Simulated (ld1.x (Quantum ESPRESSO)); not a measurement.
**Bi (Z = 83), TM: configuration errors across variants**

ld1.x (Quantum ESPRESSO) 7.5 input, shortened:

```
&input
   title='Bi', zed=83., rel=1, dft='PBE', iswitch=3,
   config='[Xe] 4f14 5d10 6s2 6p3'
 /
 &inputp
   pseudotype=2, tm=.true., lloc=1,
   nlcc=.true., new_core_ps=.true., rcore=1.20
 /
3
6S  1  0   2.00   0.00  1.80  1.80  0.0
5D  3  2  10.00   0.00  1.65  1.65  0.0
6P  2  1   3.00   0.00  2.45  2.45  0.0
 &test
   configts(1)='5d10 6s2 6p3'
 /
```

All-electron excitation energies from the reference (eV): (1) 5d10 6s2 6p2 7.913; (2) 5d10 6s2 6p1 23.160; (3) 5d10 6s2 6p0 46.502; (4) 5d10 6s2 6p2.5 3.097; (5) 5d9 6s2 6p3 33.322; (6) 5d10 6s0 6p5 20.501; (7) 5d10 6s1 6p0 91.907.

2 further variants failed, have other tests or another functional or relativity, and are left out.

A true bound ghost makes a file unfit for plane-wave use even where its test errors are small: the radial tests pick states by their node count and pass the ghost by.

Errors AE − PS in meV (a dash: test not solved or not reliable):

| change | (1) | (2) | (3) | (4) | (5) | (6) | (7) | bound ghosts |
| --- | --- | --- | --- | --- | --- | --- | --- | --- |
| base | -3.2 | -12 | -38 | -1.3 | -229 | -31 | -82 | none |
| local potential the s channel | -3.1 | -12 | -37 | -1.3 | -193 | -26 | -70 | none |
| all radii but the core radius scaled by about 1.22 (s 2.20, p 3.00, d 2.02 bohr) | -1.5 | -9.3 | -54 | -0.9 | -109 | +5.3 | -135 | none |
| wave 5d (bound): rc 1.65 bohr becomes 5d (bound): rc 1.32 bohr | -3.2 | -12 | -38 | -1.3 | -225 | -31 | -82 | none |
| type PAW; waves now 6s (bound): rcut 1.55, rcutus 1.80 bohr; 6s channel at 1.85 Ry: rcut 1.55, rcutus 1.80 bohr; 6p (bound): rcut 2.15, rcutus 2.45 bohr; 6p channel at 1.35 Ry: rcut 2.15, rcutus 2.45 bohr; 5d (bound): rcut 1.45, rcutus 1.65 bohr; 5d channel at -1.65 Ry: rcut 1.45, rcutus 1.65 bohr; local potential all-electron potential smoothed inside 1.35 bohr (lloc = -2); augmentation PSQ, inside the norm-conserving radii | – | – | – | – | – | – | – | s |
| core correction Bessel-smoothed model core inside 1.06 bohr | -3.2 | -12 | -38 | -1.3 | -229 | -31 | -82 | none |
| wave 6s (bound): rc 1.80 bohr becomes 6s (bound): rc 2.52 bohr | -3.1 | -11 | -32 | -1.3 | -189 | -85 | -83 | none |

**Question.** Give the same row for: wave 6p (bound): rc 2.45 bohr becomes 6p (bound): rc 1.80 bohr.

**Answer.** -0.7, -2.9, -33, -0.8, -72, -7.1, -86; bound ghosts: s.
